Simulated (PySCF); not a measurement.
**Radial density of La²⁺ (lanthanum, charge +2)**

TPSS, [Xe] 5d1, 2D determinant. Computed with PySCF 2.14 in def2-TZVP with the def2 core potential (46 electrons) (6s4p3d1f, 40 functions), with scalar relativity through the core potential. This is the valence pseudo-density: the core potential removes the inner electrons and smooths the orbitals near the nucleus.

| r (bohr) | 4πr²ρ (e/bohr) | 4πr²(ρα − ρβ) |
| --- | --- | --- |
| 0.110 | 3.297e-05 | 0.0000 |
| 0.185 | 0.0001541 | 0.0000 |
| 0.311 | 0.001252 | 0.0000 |
| 0.523 | 0.03047 | 0.0002 |
| 0.880 | 1.225 | 0.0119 |
| 1.48 | 6.738 | 0.2441 |
| 2.49 | 2.304 | 0.4482 |
| 4.19 | 0.1327 | 0.1001 |
| 7.04 | 0.001434 | 0.0014 |

Energies and moments cover only the electrons outside the core potential. Spin-orbit coupling, absent here, splits the open shell strongly.
